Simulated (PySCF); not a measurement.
Geometry (Å), atoms numbered from 1 in this order:
```xyz
7

Al    0.562    1.022    0.070
H     2.142    0.972    0.107
H    -0.302    2.347    0.044
C    -0.419   -0.748   -0.017
F     0.197   -1.739    0.656
F    -0.499   -1.154   -1.306
F    -1.681   -0.700    0.447
```

Geometry: PBE0-D3(BJ)/def2-SVP; GIAO absolute shieldings from PySCF 2.14, gas phase, non-relativistic, averaged over equivalent atoms.

At B3LYP/pcSseg-1 (pcSseg-2 on Al) (121 basis functions, 5.3 s wall time on 1 thread of an Arm Neoverse V1, shared host):
```csv
atoms,σ (ppm)
Al1,303.8
H2/H3,26.27
C4,40.5
F5/F6/F7,239.3
```

Problem. What do these become at PBE0/pcSseg-1 (pcSseg-2 on Al)?

Solution. 
| atoms | σ at PBE0/pcSseg-1 (pcSseg-2 on Al) | change |
| --- | --- | --- |
| Al1 | 313.9 | +10.1 |
| H2/H3 | 26.09 | -0.18 |
| C4 | 48.3 | +7.8 |
| F5/F6/F7 | 244.2 | +4.9 |

The largest change is at Al1 (aluminium bonded to C, 2 H). Cost: 121 basis functions, 6.9 s wall time on 1 thread of an Arm Neoverse V1, shared host.
